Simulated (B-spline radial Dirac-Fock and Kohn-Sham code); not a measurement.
## Binding energies of Zr¹⁸⁺

System: zirconium as Zr¹⁸⁺, [Ar] 3d4; nuclear rms radius 4.2694 fm (A = 90).

Level of theory: Dirac-Fock energy differences between relaxed states, corrected for Breit and QED terms; an atomic code on a B-spline grid. Correlation and solid-state effects are left out. Energies are counted from the vacuum level.

All terms are in eV, carry their sign (relaxation lowers the binding energy) and add up to the binding energy; ⟨r⟩ is the mean radius of the orbital in the initial state.

```
  subshell  −ε (Koopmans)  relaxation   Breit  self-energy  vacuum polarisation  binding energy  ⟨r⟩ (bohr)
    K (1s)        18726.4      -36.88  -31.39       -17.31                 1.94         18642.7       0.037
   L1 (2s)         3189.5      -12.07   -2.75        -1.99                 0.21          3172.9       0.161
L2 (2p1/2)         2964.7      -14.29   -4.52         0.19                -0.01          2946.0       0.138
L3 (2p3/2)         2877.7      -13.78   -3.03         0.01                -0.01          2860.9       0.142
   M1 (3s)          976.8       -1.69   -0.48        -0.41                 0.04           974.3       0.427
M2 (3p1/2)          889.6       -1.88   -0.79         0.03                 0.00           887.0       0.418
M3 (3p3/2)          872.7       -1.78   -0.50         0.00                 0.00           870.4       0.426
 M4,5 (3d)          743.2       -2.30   -0.16         0.03                 0.00           740.8       0.390
```

For the deepest level, K (1s), the Breit terms make up -0.168 % of the binding energy, QED -0.082 % and orbital relaxation -0.198 %.

Spin-orbit splittings: 2p 85.17 eV, 3p 16.58 eV.

Going to the tabulated ground configuration of the next ion removes an electron from M4,5 (3d), computed at 740.8 eV. NIST lists 745 ± 3 eV as the ionisation energy of this species (theoretical), +4.20 eV from the computed value. Where a p, d or f shell is open in either ion the computed value averages over both j values and all terms, while the table refers to the lowest levels; that difference holds spin-orbit splitting (largest in heavy or highly charged ions), term energies where several electrons share open shells, and correlation, and it can reach 10 % or more.
